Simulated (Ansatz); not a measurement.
Reaction (redistribution): `N[SiH](Cl)N[SiH3]` + `[O]=[Nb]([OH])([Cl])[Cl]` → `[SiH3]N[SiH](Cl)Cl` + `[NH2][Nb](=[O])([OH])[Cl]`

Program: Ansatz. Geometries: PBE0-D4/def2-TZVP. ΔE: electronic, gas phase. CCSD(T)/CBS is the MP2 limit (def2-TZVPP, def2-QZVPP) plus CCSD(T) − MP2 in def2-TZVPP, frozen cores. DFT in def2-TZVPP. Elements past krypton have def2 core potentials. For Nb outer-core shells are correlated without core-valence functions, which leaves a few kJ/mol of doubt a bond. Each species was taken in one conformer, which may not be the lowest.

Problem. Is it downhill or uphill in electronic energy at CCSD(T)/CBS, and by how much? (An estimate is asked.)

Solution. The calculation gave: Uphill: ΔE = +0.45 eV.

Problem. What do these levels give: r2SCAN-D4, ωB97M-V, PBE0, HF/def2-TZVPP, SCS-MP2/def2-QZVPP, HF/CBS(def2)? (Best estimate.)

Solution. The calculation gave: r2SCAN-D4 0.49, ωB97M-V 0.44, PBE0 0.44, HF/def2-TZVPP 0.48, SCS-MP2/def2-QZVPP 0.50, HF/CBS(def2) 0.50 eV.

Largest T1 diagnostic among the species: 0.022, so the coupled-cluster value is less sure than usual.
